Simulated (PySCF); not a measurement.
## Basis-set dependence of population analyses: `CO[Si@@H](O)P`

Compound: CH7O2PSi.
Cartesian coordinates in Å at the PBE0-D3(BJ)/def2-SVP level; atoms count from 1:
```xyz
12
CH7O2PSi angstrom
C     -1.4632   -0.8909   -0.1452
O     -0.1835   -0.6022    0.3432
Si     0.7595    0.6629   -0.1639
O      0.0980    2.1423    0.2047
P      2.6281    0.4447    1.0486
H     -1.4725   -1.0080   -1.2457
H     -1.8086   -1.8374    0.2970
H     -2.1908   -0.1038    0.1228
H      0.9101    0.5825   -1.6542
H     -0.3831    2.5940   -0.4936
H      3.3822    1.2930    0.1789
H      3.0088   -0.7481    0.3594
```

PBE0 throughout (PySCF), one geometry, spherical d and f functions. The structure is a single PBE0-D3(BJ)/def2-SVP conformer in the gas phase; no vibrational or solvent corrections. Atoms taken as equivalent share a column and are averaged. The first 7 of 9 kinds of atom are listed.

Mulliken charges (e):

| basis | functions | C1 | O2 | Si3 | O4 | P5 | H6/H7/H8 | H9 |
| --- | --- | --- | --- | --- | --- | --- | --- | --- |
| STO-3G | 40 | -0.135 | -0.378 | +0.721 | -0.446 | +0.145 | +0.071 | -0.150 |
| 6-31G | 67 | -0.205 | -0.718 | +1.056 | -0.789 | -0.105 | +0.171 | -0.149 |
| pcSseg-0 | 67 | -0.293 | -0.843 | +1.207 | -0.824 | -0.372 | +0.220 | -0.112 |
| 6-31G* | 92 | -0.257 | -0.563 | +0.847 | -0.733 | -0.212 | +0.172 | -0.114 |
| cc-pVDZ | 113 | +0.079 | -0.422 | +0.570 | -0.355 | -0.130 | +0.043 | -0.111 |
| def2-SVP | 113 | +0.131 | -0.504 | +0.680 | -0.413 | -0.122 | +0.040 | -0.120 |
| aug-cc-pVDZ | 186 | +0.893 | -0.831 | +1.220 | -0.744 | -0.983 | -0.228 | +0.250 |
| 6-311+G(2d,p) | 193 | -0.301 | -0.579 | +0.964 | -0.665 | -0.230 | +0.148 | -0.066 |
| def2-TZVP | 209 | -0.216 | -0.331 | +0.501 | -0.518 | -0.237 | +0.123 | -0.060 |
| cc-pVTZ | 256 | -0.102 | -0.307 | +0.467 | -0.353 | -0.139 | +0.082 | -0.083 |
| IGLO-III | 263 | -0.291 | -0.427 | +0.988 | -0.608 | -0.017 | +0.128 | -0.207 |

IAO charges (e):

| basis | functions | C1 | O2 | Si3 | O4 | P5 | H6/H7/H8 | H9 |
| --- | --- | --- | --- | --- | --- | --- | --- | --- |
| STO-3G | 40 | -0.264 | -0.458 | +0.908 | -0.584 | +0.050 | +0.118 | -0.145 |
| 6-31G | 67 | -0.236 | -0.593 | +0.991 | -0.745 | -0.104 | +0.145 | -0.136 |
| pcSseg-0 | 67 | -0.217 | -0.592 | +1.011 | -0.725 | -0.145 | +0.138 | -0.145 |
| 6-31G* | 92 | -0.195 | -0.631 | +1.125 | -0.776 | -0.098 | +0.133 | -0.175 |
| cc-pVDZ | 113 | -0.193 | -0.626 | +1.116 | -0.774 | -0.110 | +0.132 | -0.175 |
| def2-SVP | 113 | -0.185 | -0.625 | +1.126 | -0.770 | -0.105 | +0.129 | -0.181 |
| aug-cc-pVDZ | 186 | -0.202 | -0.639 | +1.127 | -0.799 | -0.117 | +0.137 | -0.171 |
| 6-311+G(2d,p) | 193 | -0.205 | -0.648 | +1.154 | -0.807 | -0.106 | +0.139 | -0.179 |
| def2-TZVP | 209 | -0.202 | -0.650 | +1.170 | -0.807 | -0.110 | +0.137 | -0.184 |
| cc-pVTZ | 256 | -0.203 | -0.645 | +1.159 | -0.802 | -0.117 | +0.137 | -0.181 |
| IGLO-III | 263 | -0.204 | -0.650 | +1.164 | -0.810 | -0.106 | +0.138 | -0.182 |

Hirshfeld charges (e):

| basis | functions | C1 | O2 | Si3 | O4 | P5 | H6/H7/H8 | H9 |
| --- | --- | --- | --- | --- | --- | --- | --- | --- |
| STO-3G | 40 | +0.033 | -0.249 | +0.474 | -0.285 | +0.080 | +0.008 | -0.109 |
| 6-31G | 67 | -0.014 | -0.266 | +0.403 | -0.330 | -0.004 | +0.042 | -0.086 |
| pcSseg-0 | 67 | -0.023 | -0.249 | +0.430 | -0.330 | -0.005 | +0.039 | -0.098 |
| 6-31G* | 92 | -0.014 | -0.237 | +0.367 | -0.307 | -0.021 | +0.041 | -0.089 |
| cc-pVDZ | 113 | -0.032 | -0.220 | +0.380 | -0.301 | -0.006 | +0.039 | -0.097 |
| def2-SVP | 113 | -0.033 | -0.226 | +0.387 | -0.307 | -0.002 | +0.040 | -0.098 |
| aug-cc-pVDZ | 186 | -0.043 | -0.241 | +0.405 | -0.313 | -0.004 | +0.043 | -0.088 |
| 6-311+G(2d,p) | 193 | -0.035 | -0.242 | +0.398 | -0.313 | 0.000 | +0.042 | -0.089 |
| def2-TZVP | 209 | -0.038 | -0.235 | +0.392 | -0.311 | -0.007 | +0.042 | -0.090 |
| cc-pVTZ | 256 | -0.040 | -0.230 | +0.393 | -0.308 | -0.008 | +0.042 | -0.091 |
| IGLO-III | 263 | -0.043 | -0.237 | +0.394 | -0.311 | +0.003 | +0.043 | -0.088 |

ESP-fitted charges (e):

```json
{"basis": "STO-3G", "functions": "40", "C1": "-0.250", "O2": "-0.280", "Si3": "+0.742", "O4": "-0.538", "P5": "-0.229", "H6/H7/H8": "+0.097", "H9": "-0.148"}
{"basis": "6-31G", "functions": "67", "C1": "-0.132", "O2": "-0.432", "Si3": "+0.810", "O4": "-0.762", "P5": "-0.391", "H6/H7/H8": "+0.105", "H9": "-0.144"}
{"basis": "pcSseg-0", "functions": "67", "C1": "-0.201", "O2": "-0.440", "Si3": "+0.964", "O4": "-0.751", "P5": "-0.492", "H6/H7/H8": "+0.123", "H9": "-0.203"}
{"basis": "6-31G*", "functions": "92", "C1": "-0.256", "O2": "-0.261", "Si3": "+0.597", "O4": "-0.595", "P5": "-0.302", "H6/H7/H8": "+0.119", "H9": "-0.141"}
{"basis": "cc-pVDZ", "functions": "113", "C1": "-0.207", "O2": "-0.263", "Si3": "+0.583", "O4": "-0.562", "P5": "-0.251", "H6/H7/H8": "+0.103", "H9": "-0.149"}
{"basis": "def2-SVP", "functions": "113", "C1": "-0.171", "O2": "-0.294", "Si3": "+0.637", "O4": "-0.584", "P5": "-0.279", "H6/H7/H8": "+0.097", "H9": "-0.160"}
{"basis": "aug-cc-pVDZ", "functions": "186", "C1": "-0.270", "O2": "-0.232", "Si3": "+0.559", "O4": "-0.562", "P5": "-0.216", "H6/H7/H8": "+0.117", "H9": "-0.139"}
{"basis": "6-311+G(2d,p)", "functions": "193", "C1": "-0.287", "O2": "-0.247", "Si3": "+0.589", "O4": "-0.598", "P5": "-0.214", "H6/H7/H8": "+0.125", "H9": "-0.145"}
{"basis": "def2-TZVP", "functions": "209", "C1": "-0.279", "O2": "-0.235", "Si3": "+0.581", "O4": "-0.584", "P5": "-0.219", "H6/H7/H8": "+0.120", "H9": "-0.151"}
{"basis": "cc-pVTZ", "functions": "256", "C1": "-0.271", "O2": "-0.231", "Si3": "+0.565", "O4": "-0.556", "P5": "-0.222", "H6/H7/H8": "+0.118", "H9": "-0.149"}
{"basis": "IGLO-III", "functions": "263", "C1": "-0.254", "O2": "-0.235", "Si3": "+0.533", "O4": "-0.563", "P5": "-0.191", "H6/H7/H8": "+0.115", "H9": "-0.136"}
```

Some averages cover members that differ in this geometry, most widely: H6/H7/H8, Mulliken in aug-cc-pVDZ -0.323 to -0.177; H6/H7/H8, IAO in 6-31G +0.128 to +0.168; H6/H7/H8, Mulliken in 6-31G +0.153 to +0.192; H6/H7/H8, IAO in pcSseg-0 +0.122 to +0.160 e.

Problem. Which scheme is steadiest as the basis changes?

Solution. Largest range over the bases for any column: Hirshfeld 0.11 e, IAO 0.26 e, ESP-fitted 0.43 e, Mulliken 1.19 e. Hirshfeld charges move least and Mulliken charges most, counted in e. Without the minimal STO-3G basis the ranges are Hirshfeld 0.06, IAO 0.18, ESP-fitted 0.43, Mulliken 1.19 e.

Problem. How much do the charges still move between the two largest bases, cc-pVTZ and IGLO-III?

Solution. At most, over all atoms: Mulliken 0.522 e, IAO 0.011 e, Hirshfeld 0.012 e, ESP-fitted 0.032 e.

Problem. What do the same runs give for the total energy, the frontier levels and the dipole moment?

Solution. 
```
        basis  energy (Eh)  HOMO (eV)  LUMO (eV)  μ (D)
       STO-3G    -813.4071      -3.94       5.78   2.36
        6-31G    -823.0195      -7.36       0.69   4.27
     pcSseg-0    -821.9884      -7.41       0.78   4.41
       6-31G*    -823.1703      -7.36       0.86   3.28
      cc-pVDZ    -823.2202      -7.38       0.80   2.82
     def2-SVP    -822.8763      -7.39       0.83   3.01
  aug-cc-pVDZ    -823.2469      -7.53      -0.41   2.60
6-311+G(2d,p)    -823.3120      -7.54      -0.27   2.74
    def2-TZVP    -823.3359      -7.49       0.28   2.69
      cc-pVTZ    -823.3309      -7.48       0.39   2.63
     IGLO-III    -823.3382      -7.49       0.13   2.53
```

The dipole is fixed by the density alone, so its range of 2.05 D shows that the density itself changes with the basis, not only its division among atoms.
